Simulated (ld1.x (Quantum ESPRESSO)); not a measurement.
Results of a calculation; reference values are marked as such.
Potentials for S (Z = 16) compared

Generated with ld1.x 7.5 (TM, RRKJ, ultrasoft, PAW), atompaw 4.2 or ONCVPSP 4.0.1. The cutoff is in Ry: for ld1.x and atompaw files where the sum of valence levels is converged to 10 mRy in a Bessel basis, for ONCV files where the hardest occupied wave has 1 mHa per electron of residual kinetic energy. The error is the largest all-electron minus pseudo excitation energy over each file’s own four to seven test configurations (ionisations up to +4, promotions, holes and added fractions of an electron), all of which were solved. The labels leave out finer settings (local radius, basis sizes, second energies), which also bear on the numbers. Spin-polarised tests are not counted. The rows are a selection from randomly drawn settings: files with unsolved tests, undetermined cutoffs or missed reference levels are left out.

| potential | cutoff (Ry) | largest error (meV) | bound ghosts |
| --- | --- | --- | --- |
| TM, LDA (PZ), scalar-relativistic, rc 1.45/1.58/1.55 (spd), local d, core correction no, reference 3s2 3p4 | 30 | +165 | none |
| RRKJ, PBE, non-relativistic, rc 1.05/1.40 (sp), local s, core correction no, reference 3s2 3p4 | 80 | +333 | none |
| ultrasoft, PBE, scalar-relativistic, rc 1.40/1.65/1.85 (spd), local smoothed, core correction no, reference 3s1.5 3p4.5 | 21 | +154 | none |
| TM, PBE, non-relativistic, rc 1.45/1.30/1.45 (spd), local smoothed, core correction yes, reference 3s1.5 3p4.5 | 50 | +240 | none |
| TM, LDA (PZ), fully relativistic, rc 1.45/1.70/1.30 (spd), local smoothed, core correction yes, reference 3s1.75 3p4.25 | 30 | +263 | none |
| TM, PBE, scalar-relativistic, rc 1.20/1.75/1.40 (spd), local p, core correction yes, reference 3s1.5 3p4.5 | 45 | +180 | none |

(1) Fill in the row for S: TM, PBEsol, scalar-relativistic, rc 1.55/1.50 (sp), local p, core correction yes, reference 3s2 3p3.5.

(2) Fill in the row for S: ultrasoft, LDA (PZ), scalar-relativistic, rc 1.60/1.30 (sp), local smoothed, core correction no, reference 3s2 3p4.

## Answers

(1) cutoff 40 Ry, largest error +15 meV, bound ghosts: none.

(2) cutoff 12 Ry, largest error +208 meV, bound ghosts: none.
